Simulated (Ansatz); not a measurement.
Geometry optimisation, DFT PBEsol, scalar-relativistic, plane waves, PAW in Ansatz 0.2.0.

input.yaml

```yaml
crystal:
  lattice:
    - [0.0, 5.43, 5.43]
    - [5.43, 0.0, 5.43]
    - [5.43, 5.43, 0.0]
  atoms:
    - { symbol: Si, position: [0.0, 0.0, 0.0] }
    - { symbol: Si, position: [0.125, 0.125, 0.125] }
    - { symbol: Si, position: [0.0, 0.0, 0.5] }
    - { symbol: Si, position: [0.125, 0.125, 0.625] }
    - { symbol: Si, position: [0.0, 0.5, 0.0] }
    - { symbol: Si, position: [0.125, 0.625, 0.125] }
    - { symbol: Si, position: [0.0, 0.5, 0.5] }
    - { symbol: Si, position: [0.125, 0.625, 0.625] }
    - { symbol: Si, position: [0.5, 0.0, 0.0] }
    - { symbol: Si, position: [0.625, 0.125, 0.125] }
    - { symbol: Si, position: [0.5, 0.0, 0.5] }
    - { symbol: Si, position: [0.625, 0.125, 0.625] }
    - { symbol: Si, position: [0.5, 0.5, 0.0] }
    - { symbol: Si, position: [0.625, 0.625, 0.125] }
    - { symbol: Si, position: [0.5, 0.5, 0.5] }
    - { symbol: Si, position: [0.625, 0.625, 0.625] }
    - { symbol: Ge, position: [0.38203245, 0.86735474, 0.38082284] }
basis:
  ecutwfc: 420.0
kpoints:
  mp_grid: { grid: [2, 2, 2] }
hamiltonian:
  xc: pbesol
  pseudopotentials: { kind: paw, azcp: { folder: soft_1 } }
scf:
  occupations: { method: gaussian, width: 0.05 }
  lower_state_search: "off"
relax:
  f_tol: 0.03
  max_steps: 60
  adjacent_minimum: "off"
```

Run as:

```bash
$ ansatz run input.yaml --threads 1 --pin off --max-ram 3072MiB --backend cpu --events-out ev --progress --plain --runs-dir out
```

Question: Where does it end, and by what steps?

Answer: It converged. Limits of this set-up: coarse k mesh, PAW files made for another functional. After 3 steps the energy has fallen by 0.339 eV; Si15 moved furthest, 0.08 Å.

```tsv
step	energy less start (eV)	largest force component (eV/Å)	accepted
0	0.0000	1.108	yes
1	-0.2974	0.390	yes
2	-0.3376	0.085	yes
3	-0.3388	0.018	yes
```

```xyz
17
Lattice="0.0000 5.4300 5.4300 5.4300 0.0000 5.4300 5.4300 5.4300 0.0000" Properties=species:S:1:pos:R:3
Si -0.009 0.012 -0.009
Si 1.357 1.314 1.357
Si 2.754 2.679 -0.040
Si 4.120 4.076 1.358
Si 2.723 0.012 2.723
Si 4.072 1.361 4.072
Si 5.420 2.709 2.724
Si 6.787 4.076 4.024
Si -0.040 2.679 2.755
Si 1.357 4.076 4.121
Si 2.757 5.473 2.758
Si 4.071 6.795 4.072
Si 2.724 2.709 5.421
Si 4.024 4.076 6.787
Si 5.387 5.474 5.387
Si 6.787 6.839 6.787
Ge 6.786 4.082 6.787
```

Whether the end is a true minimum wasn't checked by a vibrational analysis.

The run took 23 s on 1 thread of Intel(R) Xeon(R) Platinum 8259CL CPU @ 2.50GHz (Skylake/Cascade Lake) (shared host), peak memory 0.58 GiB.
